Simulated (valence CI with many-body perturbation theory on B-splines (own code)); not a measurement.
Ladder of approximations for Sm XLII

Calculated by valence CI with perturbative core correlation (CI+MBPT): three valence electrons over a frozen Dirac-Fock core [Ar], a basis of 9 s, 9 p, 10 d, 8 f, 5 g, 3 h, 1 i functions for each j, with the one-electron correlation potential Σ1, the two-electron term Σ2, the three-electron term Σ3, Breit, model QED; selected CI, second order for the rest (own B-spline code, finite nucleus).

No measured spectrum was set against this ion. As an estimate, large intervals hold to a few tenths of a per cent, small ones and those within an open d or f shell to about a per cent. Only levels of the ground parity were solved; by the run's estimate the other parity begins above the list, which can be wrong where configurations are misplaced.

Each rung adds one term. CI alone is the Dirac-Coulomb CI over the frozen core; QED comes last and gives the full result, which names the levels. Energies are above (3d3/2^3) J=3/2 on the same rung, in eV.

Levels are named by their leading jj configuration (3d3/2^4 stands for four electrons in 3d with j = 3/2), which in mixed levels can hold well under half, so a name can repeat and another be missing. Letters in brackets count levels of one name in rising energy.

```tsv
Level	CI alone	+ Σ1	+ Σ2	+ Σ3	+ Breit	Full
(3d3/2^2 3d5/2) J=5/2 [a]	25.47	25.62	25.98	26.00	25.05	25.14
(3d3/2^2 3d5/2) J=3/2	31.28	31.43	31.31	31.44	30.69	30.77
(3d3/2^2 3d5/2) J=7/2	33.65	33.82	34.04	34.04	32.53	32.62
(3d3/2^2 3d5/2) J=9/2	34.77	34.94	35.26	35.24	33.48	33.57
(3d3/2^2 3d5/2) J=1/2	35.56	35.71	35.36	35.53	34.62	34.71
(3d3/2^2 3d5/2) J=5/2 [b]	51.85	52.05	51.58	51.63	50.57	50.67
(3d3/2 3d5/2^2) J=7/2 [a]	58.90	59.21	59.68	59.68	57.70	57.87
(3d3/2 3d5/2^2) J=9/2	62.33	62.66	63.20	63.24	60.75	60.93
(3d3/2 3d5/2^2) J=3/2 [a]	66.22	66.54	66.50	66.47	64.88	65.05
(3d3/2 3d5/2^2) J=1/2	68.54	68.86	68.62	68.84	67.09	67.26
(3d3/2 3d5/2^2) J=11/2	70.78	71.11	71.60	71.64	68.73	68.91
(3d3/2 3d5/2^2) J=5/2 [a]	71.91	72.22	71.84	71.81	70.13	70.30
(3d3/2 3d5/2^2) J=5/2 [b]	76.50	76.83	76.54	76.52	74.58	74.76
(3d3/2 3d5/2^2) J=7/2 [b]	78.61	78.94	78.58	78.67	76.43	76.60
(3d3/2 3d5/2^2) J=3/2 [b]	90.83	91.20	90.73	90.84	89.11	89.31
(3d5/2^3) J=9/2	94.90	95.37	95.97	95.94	92.80	93.07
(3d5/2^3) J=3/2	108.05	108.51	107.94	108.00	105.65	105.89
(3d5/2^3) J=5/2	115.17	115.66	115.26	115.28	112.88	113.14
```

How does the ionisation energy move along the ladder, and which term matters most?

CI alone 3131.1, + Σ1 3133.7, + Σ2 3139.5, + Σ3 3139.5, + Breit 3137.2, + QED 3137.4 eV. The largest step is Σ2, 5.8 eV. NIST lists 3137 ± 4 eV (theoretical).
